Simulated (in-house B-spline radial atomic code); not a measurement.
A fraction x of an electron is moved 3d → 4p in Ti⁺, starting from [Ar] 3d2 4s1 and keeping the highest spin. Computed with a radial B-spline atomic code at the basis-set limit: scalar-relativistic (X2C) revTPSS, spin-polarised, spherical fractional occupations, Fermi nucleus of rms radius 3.5921 fm.

```tsv
x	E(x) - E(0) (eV)	3d up level (eV)	4p up level (eV)
0	0.0000	-11.938	-
0.125	0.6502	-12.557	-7.172
0.25	?	?	?
0.375	2.0914	-13.827	-7.674
0.5	2.8858	-14.478	-7.919
0.625	?	?	?
0.75	4.6311	-15.809	-8.396
0.875	5.5855	-16.488	-8.628
1	6.5966	-17.177	-8.856
```

Question: What belongs in the row x = 0.25?

Answer: An energy change of 1.3468 eV; 3d up at -13.187 eV, 4p up at -7.425 eV.

Question: What belongs in the row x = 0.625?

Answer: An energy change of 3.7317 eV; 3d up at -15.139 eV, 4p up at -8.160 eV.

Question: Check Janak's theorem between x = 0.375 and 0.5.

Answer: The slope of the energy is 6.36 eV; the orbital levels give 6.36 eV (ε of the receiving orbital less ε of the emptying one, averaged over the two points).
